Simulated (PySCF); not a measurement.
**UHF on Ga²⁺ (gallium, charge +2)**

Configuration: [Ar] 3d10 4p1, 2P determinant (an excited configuration). Computed with PySCF 2.14 in aug-cc-pVQZ-PP with one added diffuse shell each of s, p, d, f, g type with ECP10MDF (8s7p6d4f3g, 114 functions), with scalar relativity through the core potential.

```json
{"Total energy": "-257.121420 hartree", "One-electron energy": "-446.6441 hartree", "Hartree (Coulomb) energy": "210.8695 hartree", "Exchange energy": "-21.3468 hartree", "⟨S²⟩": "0.7512", "⟨L²⟩": "2.003", "Sum of ⟨r⟩": "15.82 bohr", "Sum of ⟨r²⟩": "19.61 bohr²", "Traceless quadrupole moment −½Σ⟨3z² − r²⟩ along its main axis": "-3.06 e·bohr²"}
```

```
shell  electrons  mean orbital energy (eV)  spread (eV)  rms radius, mean of both spins (bohr)
 3s α          1                   -201.18            0                                  0.702
 3s β          1                   -201.07            0                                  0.702
 3p α          3                   -146.49        0.076                                  0.737
 3p β          3                   -146.37        0.409                                  0.737
 3d α          5                   -53.717        0.319                                  0.877
 3d β          5                   -53.641        0.461                                  0.877
 4p α          1                   -21.815            0                                   2.77
```

Energies and moments cover only the electrons outside the core potential.
